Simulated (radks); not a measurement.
Question: Successive ionisation energies (eV) of one element, from differences of total energies of ions in their ground configurations, starting at charge 0: 4.314, 31.933, 46.897, 63.025, 80.183, 98.245, 117.07, 155.81, 176.00, 505.97, 571.25, 639.17, 709.58, 782.27, 856.94, 969.39, 1032.0, 4638.0, 4905.7. Method: Dirac Kohn-Sham, PBE, spin-unpolarised, spherical densities, point nucleus; open shells are shared between the two j in proportion to 2j + 1; computed with a radial shooting solver on a logarithmic mesh with Libxc functionals. Which element is it?

Answer: Potassium (Z = 19). The first species listed is K in [Ar] 4s1, the last K18+ in 1s1.
